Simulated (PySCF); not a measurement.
Löwdin shares of the frontier orbitals

Species: CH11NSi3.
Cartesian coordinates in Å at the PBE0-D3(BJ)/def2-SVP level; atoms count from 1:
```xyz
16
CH11NSi3 angstrom
N     -1.6386   -1.3719   -1.3616
Si    -0.4361   -0.2439   -0.8189
Si    -1.5966    1.5106    0.2242
C      0.8847   -0.9396    0.3415
Si     2.2423    0.2537    0.8636
H     -2.3494   -1.6974   -0.7161
H     -1.3988   -2.0979   -2.0277
H      0.2622    0.2698   -2.0400
H     -0.6781    2.6087    0.6594
H     -2.3108    1.0028    1.4415
H     -2.6198    2.0857   -0.7030
H      0.3952   -1.3341    1.2492
H      1.3616   -1.8008   -0.1607
H      1.6773    1.3659    1.6882
H      3.2868   -0.4456    1.6751
H      2.9031    0.8520   -0.3375
```

Level of theory: TDDFT PBE0/def2-SVPD, vertical, gas phase, core orbitals frozen in the response (PySCF).

Kohn–Sham orbitals with the atoms that hold most of them (Löwdin shares over 4%, at most four atoms; ? is withheld):

| orbital | ε (eV) | atoms |
| --- | --- | --- |
| LUMO+2 | 0.64 | Si3 37%, H10 13%, Si2 12%, H9 8% |
| LUMO+1 | 0.24 | Si5 20%, Si3 17%, C4 12%, Si2 9% |
| LUMO | -0.13 | Si2 25%, Si3 17%, N1 9%, H8 7% |
| HOMO | -7.26 | ? |
| HOMO-1 | -8.13 | ? |
| HOMO-2 | -9.05 | C4 16%, Si5 16%, Si2 13%, H15 11% |
| HOMO-3 | -9.29 | Si5 27%, H14 22%, Si3 13%, H16 11% |

Problem. Give the leading atoms of the HOMO-1.

Solution. Si3 (bonded to Si and 3 H) 26%; Si2 (bonded to C, N, Si and H) 26%; N1 (bonded to Si and 2 H) 16%; H8 (bonded to Si) 9%. By element: silicon 51% or more, nitrogen 16%, hydrogen 9% or more.

Problem. Give the leading atoms of the HOMO.

Solution. N1 (bonded to Si and 2 H) 46%; C4 (bonded to 2 Si and 2 H) 13%; Si2 (bonded to C, N, Si and H) 13%; Si3 (bonded to Si and 3 H) 8%. By element: nitrogen 46%, silicon 21% or more, carbon 13%.

Problem. The HOMO–LUMO gap is 7.13 eV. Where does the response calculation put the lowest singlet, and from which orbitals?

Solution. S1 is at 5.85 eV (f = 0.027), 1.28 eV below the gap, made of HOMO→LUMO (94%). Without the coupling terms of the response equations the lowest excitation would equal the gap.

Problem. Give energy, strength and leading configuration of S1, S2 and S6, and follow the Löwdin shares of the leading atoms from the occupied to the empty orbital.

Solution. 
- S1 (5.85 eV, f 0.027), HOMO→LUMO (94%): N1 46% → 9%, C4 13% → at most 8%, Si2 13% → 25%, Si3 8% → 17%
- S2 (6.45 eV, f 0.024), HOMO→LUMO+1 (92%): N1 46% → at most 9%, C4 13% → 12%, Si5 at most 9% → 20%, Si3 8% → 17%
- S6 (7.26 eV, f 0.0096), HOMO-1→LUMO+1 (89%): Si3 26% → 17%, Si2 26% → 9%, Si5 at most 9% → 20%

Löwdin shares depend on the basis, the more so with diffuse functions.

One conformer stands for the species.
